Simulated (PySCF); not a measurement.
Run record: geometry optimisation, `[CH3][GeH]([CH3])[GeH3]`.

Computed with PBE0-D3(BJ)/def2-SVP geometry optimisation, gas phase (PySCF 2.14.0). Start geometry: GFN2-xTB. The input is one job of a driver script: a line of settings, then coordinates in Å.

Command:
```bash
OMP_NUM_THREADS=1 python probes_run.py task.json out
```

Input:
```
{"job": {"xc": "PBE0", "basis": "def2-SVP", "d3": "d3bj", "grid": 1, "shake": 0.01, "kind": "geom"}, "charge": 0, "multiplicity": 1}
C     -1.364510    -1.401570     0.009550
Ge    -0.202340     0.106000    -0.536080
C     -0.777460     1.774320     0.365880
Ge     2.128440    -0.423180    -0.067840
H     -1.143940    -2.294940    -0.543420
H     -2.430200    -1.129770    -0.191520
H     -1.266100    -1.574830     1.069690
H     -0.348750     0.326680    -2.036490
H     -1.774340     2.051640     0.116370
H     -0.106560     2.603100     0.125840
H     -0.733080     1.642520     1.462320
H      2.944580    -0.757690    -1.251910
H      2.227300    -1.604780     0.829750
H      2.839800     0.667440     0.640100
```

Output:
```
step   0  E = -4235.04068660  max force = 0.027263
step   1  E = -4235.04676344  max force = 0.007306
step   2  E = -4235.04763517  max force = 0.002097
step   3  E = -4235.04771219  max force = 0.000548
step   4  E = -4235.04776183  max force = 0.000620
step   5  E = -4235.04777777  max force = 0.000629
step   6  E = -4235.04778932  max force = 0.000299
optimisation converged
```

Energies in Eh; «max force» is the largest Cartesian gradient component in Eh/bohr.

**Question.** How much energy does the optimisation release, in kJ/mol?

**Answer.** E(step 0) − E(last step) = 0.007103 Eh, which is 18.6 kJ/mol.

**Question.** Give the first gradient maximum in eV/Å.

**Answer.** With 1 Eh/bohr = 51.422 eV/Å, 1.402 eV/Å.

Main results: final energy -4235.04779 Eh after 6 steps; dipole 1.11 D.

**Question.** How long does this job take on one thread, Arm Neoverse V1 (aarch64), shared host with 32 logical CPUs at a one-minute load of 24? And the peak memory of the process?

**Answer.** About 77 s, with 0.57 GiB resident at the peak, the Python interpreter and its libraries included.
Labels such as C1 count atoms from 1, the log's own numbers from 0.
